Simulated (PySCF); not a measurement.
## Running PySCF for CdH2

File input.py (PySCF 2.14):

```python
from pyscf import gto, scf

mol = gto.M(
    atom='Cd 0 0 0; H 0 0 1.7279; H 0 0 -1.7279',
    basis='x2c-svpall',
    charge=0,
    spin=0,
    verbose=4,
)
mf = scf.UHF(mol)
mf = mf.sfx2c1e()
mf.kernel()
mf.nuc_grad_method().kernel()
mf.dip_moment()
print('orbital energies (hartree):', [e[max(0, n-3):n+3].round(4) for e, n in zip(mf.mo_energy, mol.nelec)])
```

```bash
$ OMP_NUM_THREADS=1 python input.py
```

It prints (some set-up lines and the per-cycle HOMO/LUMO lines with their warnings removed):

```
PySCF version 2.14.0

[INPUT] verbose = 4
[INPUT] num. atoms = 3
[INPUT] num. electrons = 50
[INPUT] charge = 0
[INPUT] spin (= nelec alpha-beta = 2S) = 0
[INPUT] symmetry False subgroup None
[INPUT] Mole.unit = angstrom
[INPUT] Symbol           X                Y                Z      unit          X                Y                Z       unit  Magmom
[INPUT]  1 Cd     0.000000000000   0.000000000000   0.000000000000 AA    0.000000000000   0.000000000000   0.000000000000 Bohr   0.0
[INPUT]  2 H      0.000000000000   0.000000000000   1.727900000000 AA    0.000000000000   0.000000000000   3.265257770636 Bohr   0.0
[INPUT]  3 H      0.000000000000   0.000000000000  -1.727900000000 AA    0.000000000000   0.000000000000  -3.265257770636 Bohr   0.0

nuclear repulsion = 29.5535626215522
number of shells = 8
number of NR pGTOs = 134
number of NR cGTOs = 66
basis = x2c-svpall
ecp = {}

******** <class 'pyscf.x2c.sfx2c1e.sfX2C1eUHF'> ********
method = sfX2C1eUHF
initial guess = minao
damping factor = 0
level_shift factor = 0
DIIS = <class 'pyscf.scf.diis.CDIIS'>
diis_start_cycle = 1
diis_space = 8
diis_damp = 0
SCF conv_tol = 1e-09
SCF conv_tol_grad = None
SCF max_cycles = 50
direct_scf = True
direct_scf_tol = 1e-13
number electrons alpha = 25  beta = 25

******** <class 'pyscf.x2c.sfx2c1e.SpinFreeX2CHelper'> ********
approx = 1e
xuncontract = 1
Set gradient conv threshold to 3.16228e-05
init E= -5591.80064157087
cycle= 1 E= -5591.96122102684  delta_E= -0.161  |g|= 0.148  |ddm|= 1.08
cycle= 2 E= -5591.97585248149  delta_E= -0.0146  |g|= 0.0926  |ddm|= 0.235
cycle= 3 E= -5591.97818420793  delta_E= -0.00233  |g|= 0.0191  |ddm|= 0.0745
cycle= 4 E= -5591.97861040292  delta_E= -0.000426  |g|= 0.00269  |ddm|= 0.0493
cycle= 5 E= -5591.97861513213  delta_E= -4.73e-06  |g|= 0.000463  |ddm|= 0.00511
cycle= 6 E= -5591.97861548494  delta_E= -3.53e-07  |g|= 0.000209  |ddm|= 0.00157
cycle= 7 E= -5591.97861562384  delta_E= -1.39e-07  |g|= 0.000101  |ddm|= 0.00114
cycle= 8 E= -5591.97861566485  delta_E= -4.1e-08  |g|= 1.54e-05  |ddm|= 0.00089
cycle= 9 E= -5591.97861566548  delta_E= -6.24e-10  |g|= 5.34e-06  |ddm|= 6.62e-05
Extra cycle  E= -5591.97861566552  delta_E= -4.18e-11  |g|= 3.07e-06  |ddm|= 1.38e-05
converged SCF energy = -5591.97861566552  <S^2> = 1.5779733e-10  2S+1 = 1

******** <class 'pyscf.grad.uhf.Gradients'> for <class 'pyscf.x2c.sfx2c1e.sfX2C1eUHF'> ********
unit = Eh/Bohr
--------------- sfX2C1eUHF gradients ---------------
         x                y                z
0 Cd     0.0000000000    -0.0000000000    -0.0000000000
1 H    -0.0000000000    -0.0000000000     0.0046490782
2 H    -0.0000000000     0.0000000000    -0.0046490782
----------------------------------------------
Dipole moment(X, Y, Z, Debye):  0.00000, -0.00000,  0.00000
orbital energies (hartree): [array([-0.7522, -0.4343, -0.3835,  0.0449,  0.0449,  0.1014]), array([-0.7522, -0.4343, -0.3835,  0.0449,  0.0449,  0.1014])]
```

In short: E(SCF) = -5591.978616 Eh, 9 cycles, μ(SCF) = 0.00 D.

It ran on Arm Neoverse N1 (1 thread, shared host) in 12 s, peak memory 0.29 GiB.

No search for the lowest solution was made.
